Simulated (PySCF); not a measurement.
Te(OH)(NMe2) (C₂H₇NOTe), SMILES CN(C)[Te]O. Atoms are numbered in the order given.

```xyz
12

Te     0.6133     0.3406     0.2756
O     -0.5400     1.9653    -0.0158
H     -1.0758     2.0735     0.7803
N     -0.5443    -1.1682    -0.3641
C     -1.6412    -1.6284     0.4554
C     -0.7619    -1.3421    -1.7828
H     -2.5814    -1.0690     0.2747
H     -1.8460    -2.6929     0.2400
H     -1.3875    -1.5411     1.5208
H     -0.9604    -2.4074    -2.0000
H     -1.6232    -0.7569    -2.1611
H      0.1300    -1.0386    -2.3473
```

Geometry: PBE0-D3(BJ)/def2-SVP. This is a generated structure with no PubChem entry under its InChIKey; it may be hypothetical. The def2 effective core potentials stand for the cores of Te; spin–orbit coupling is left out. One conformer was computed; it need not be the lowest.

Method: PySCF with PBE/def2-TZVP.

The total energy comes out as -478.22934 hartree and the highest occupied level is -4.94 eV. The lowest empty level is -1.97 eV, the orbital gap comes out as 2.97 eV and the dipole moment is 1.93 D. The quadrupole, principal values (traceless, Buckingham form, about the centre of nuclear charge) comes out as -7.62, 3.05, 4.57 D·Å, the mean static polarisability comes out as 78.1 bohr³ (11.58 Å³) and the polarisability, principal values is 67.9, 70.1, 96.3 bohr³.
